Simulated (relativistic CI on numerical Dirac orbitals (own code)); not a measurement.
# Sc9+: q coefficients and field-shift factors

Method of calculation: Dirac-Coulomb-Breit CI, separate exchange-only KLI orbitals for each configuration, derivatives by finite differences, unscaled Slater integrals, QED left out (own radial code, finite nucleus).

CI space (outside the closed core [Ne]): 3s², 3s3p, 3p², 3s3d, 3d², 3p3d, 3p4s, 3s4s. Levels of other configurations are missing.

With x = (α/α₀)² − 1 an excitation energy changes as ω = ω₀ + qx; K = 2q/ω₀ is the relative enhancement. Terms are leading LS components, so labels can repeat. The field-shift factor is F = δν/δ⟨r²⟩ for the transition from the lowest level.

Lowest level 3s² ¹S0.

```tsv
Level	ω₀ (cm⁻¹)	q (cm⁻¹)	K	F (GHz/fm²)
3s3p ³P°0	157010	2112	0.0269	-5.03
3s3p ³P°1	158966	3989	0.0502	-5.03
3s3p ³P°2	163221	8398	0.103	-5.03
3s3p ¹P°1	240648	7006	0.0582	-5.28
3p² ¹D2	372155	11130	0.0598	-9.28
3p² ³P0	376388	8067	0.0429	-10.4
3p² ³P1	378932	11080	0.0585	-10.4
3p² ³P2	383683	16270	0.0848	-10.4
3p² ¹S0	445886	13980	0.0627	-10.1
3s3d ³D1	458623	8712	0.038	-4.68
3s3d ³D2	458804	8891	0.0388	-4.68
3s3d ³D3	459092	9177	0.04	-4.68
3s3d ¹D2	527481	10300	0.0391	-6.04
```

At this charge energies of transitions that change n are usually good to better than 1 %, and those within a shell (Δn = 0) to a few per cent.
